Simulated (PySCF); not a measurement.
SbCl5, SMILES [Cl][Sb]([Cl])([Cl])([Cl])[Cl].

Geometry: PBE0-D3(BJ)/def2-SVP. The isomer is the one that the SMILES or the coordinates give; other isomers of the formula were not compared. The def2 effective core potentials stand for the cores of Sb; spin–orbit coupling is left out.

All values below come from PySCF with IEF-PCM-ωB97X/def2-SVP.

The values are the electrostatic part of the solvation free energy, E(continuum) − E(gas) at the gas-phase geometry, in a cavity of scaled van der Waals radii (PySCF's table); cavitation and dispersion terms are not included. A continuum can't describe solvent molecules that bind to the metal. In vacuum the orbital gap is 8.82 eV. The dipole moment in vacuum is 0.00 D.

Computed values in water (ε = 78.36), methanol (ε = 32.61), acetonitrile (ε = 35.69):
| solvent | ε | ΔG(elec) (kcal/mol) | dipole (D) | gap (eV) |
|---|---|---|---|---|
| water | 78.36 | -2.8 | 0.00 | 8.88 |
| methanol | 32.61 | -2.7 | 0.00 | 8.87 |
| acetonitrile | 35.69 | -2.8 | 0.00 | 8.87 |
